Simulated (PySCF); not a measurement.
Cartesian coordinates in Å; atom numbers follow the order of the lines, from 1:
```xyz
20

C    -1.757   -2.474   -0.332
C    -0.684   -2.081    0.325
C    -0.418   -0.657    0.739
C     0.730   -0.145   -0.087
N     1.882   -0.049    0.393
C     2.965    0.428   -0.405
O    -1.556    0.137    0.553
Si   -1.780    1.726    0.705
C    -0.634    2.692   -0.424
N     0.074    3.272   -1.114
H    -2.537   -1.780   -0.595
H    -1.903   -3.502   -0.616
H     0.108   -2.765    0.595
H    -0.121   -0.639    1.797
H     0.462    0.127   -1.117
H     3.402    1.288    0.103
H     2.667    0.713   -1.422
H     3.723   -0.355   -0.448
H    -3.145    1.836    0.219
H    -1.485    2.239    2.043
```

[PySCF: coordinates at the GFN2-xTB level; NMR shieldings at PBE0/pcSseg-1/GIAO; rapidly exchanging positions averaged; single conformer; gas phase; relativity neglected]

Chemical shifts δ = σref − σ; 13C, 1H, 29Si against TMS; NH3 for 15N; 17O vs H2O, all at this level.

| atoms | nucleus | count | δ (ppm) |
| --- | --- | --- | --- |
| H14 | 1H | 1 | 4.92 |
| H15 | 1H | 1 | 7.76 |
| C1 | 13C | 1 | 121.7 |
| N5 | 15N | 1 | 381.1 |
| C9 | 13C | 1 | ? |
| H19 | 1H | 1 | 5.00 |
| C6 | 13C | 1 | ? |
| C4 | 13C | 1 | ? |
| H16/H17/H18 | 1H | 3 | 3.75 |
| H11 | 1H | 1 | 6.02 |
| C2 | 13C | 1 | ? |
| H12 | 1H | 1 | 5.68 |
| H13 | 1H | 1 | 6.00 |
| H20 | 1H | 1 | ? |
| C3 | 13C | 1 | 83.1 |
| Si8 | 29Si | 1 | ? |
| N10 | 15N | 1 | 361.4 |
| O7 | 17O | 1 | 40.5 |

Problem. Complete the table.

Solution. 
- C4: 167.9 ppm, C=N carbon
- C2: 143.3 ppm, alkene CH; as expected for a trigonal carbon in a double bond
- C9: 127.3 ppm, nitrile carbon; typical of a nitrile
- C6: 50.3 ppm, methyl carbon bonded to N; deshielded by the electronegative neighbour
- H20: 5.03 ppm, hydrogen on a silicon bonded to C, O
- Si8: -59.4 ppm, silicon bonded to C, O, 2 H

Shifts are as computed. Against solution values, carbons near 30 ppm lie about +3 ppm off and those near 130 ppm about +5 ppm. Of 1211 compounds with measured shifts, 218 miss one by over three times the rms of a fit or turn the order of signals round; such compounds aren't used in these exercises. Experimental scales use liquid or dissolved standards, which lie at an offset from isolated NH3 (liquid NH3: subtract about 20 ppm) and H2O (liquid H2O: subtract about 36 ppm). Unscaled 15N shifts of sp2 nitrogen come out 20 to 40 ppm too high even then.
